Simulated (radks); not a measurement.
Values are calculated unless marked as measured or tabulated.
Question: The table gives one normalised radial function P(r) = r R(r) of H in 2p1 (r in bohr). Level of theory: non-relativistic Kohn-Sham, BLYP, spin-polarised, spherical densities, point nucleus; open shells are filled with parallel spins first (a radial shooting solver on a logarithmic mesh with Libxc functionals).

r,P
0.1402,0.0033
0.1543,0.0040
0.1685,0.0047
0.1855,0.0057
0.2041,0.0068
0.2229,0.0080
0.2454,0.0096
0.2701,0.0115
0.2949,0.0136
0.3247,0.0163
0.3574,0.0194
0.3902,0.0228
0.4296,0.0271
0.4729,0.0323
0.5163,0.0377
0.5684,0.0447
0.6256,0.0528
0.6832,0.0614
0.752,0.0722
0.8278,0.0847
0.904,0.0978
0.995,0.1141
1.087,0.1309
1.196,0.1515
1.317,0.1745
1.438,0.1976
1.583,0.2251
1.742,0.2544
1.902,0.2825
2.094,0.3136
2.305,0.3440
2.517,0.3703
2.771,0.3961
3.05,0.4178
3.33,0.4328
3.666,0.4426
4.035,0.4447
4.406,0.4390
4.85,0.4243
5.339,0.4010
5.83,0.3726
6.418,0.3355
7.008,0.2974
7.714,0.2535
8.491,0.2093
9.272,0.1706
10.21,0.1319
11.23,0.0982
12.27,0.0723
13.5,0.0497
14.87,0.0325
16.23,0.0211
17.87,0.0125

Which n and l does it have? It may be an empty orbital.

Answer: n = 2, l = 1: the number of nodes gives n - l - 1 = 0, the rise at small r (about r^(l+1)) gives l, and the extent must fit the shell. The curve is that of 2p up; the table hardly tells the two spins apart. 2p up: eigenvalue -1.560 eV, 0 radial nodes, <r> = 5.02 bohr, 90 % of the charge inside 8.06 bohr.
